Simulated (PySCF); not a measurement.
## Exercise with solution: oscillator strength and radiative lifetime

Se(Br)(SiH3) (BrH₃SeSi), SMILES Br[Se][SiH3].

The structure is a stationary point at PBE-D3(BJ)/def2-SVP. The structure was generated by enumeration, and PubChem lists no compound with its InChIKey, so it may never have been made.

TDA-B3LYP/def2-SVPD (PySCF) puts the first singlet state with f over 0.02 at 6.22 eV (vertical), with the transition dipole (-0.072, 0.479, 0.000) in atomic units.

Problem. Find the oscillator strength, the wavelength and the radiative lifetime that this transition would have in vacuum if emission retraced absorption.

Solution. 
|μ|² = 0.2346 au, so |μ| = 1.23 D. ΔE = 6.22/27.211 = 0.2286 hartree. f = (2/3) ΔE |μ|² = 0.036 (the program prints 0.036).
λ = 1239.84/6.22 = 199 nm; ν = 50168 cm⁻¹.
Einstein's coefficient A = 0.6670 ν² f s⁻¹ (ν in cm⁻¹) = 6.0e7 s⁻¹, so τ = 1/A = 17 ns. This state is S8; the lower singlets have f = 0.001, 0.004, 0.001, 0.006, 0.013, 0.001, 0.002. The figure is the radiative limit of this one transition; relaxation, internal conversion, crossing to triplets and a medium change what is measured.
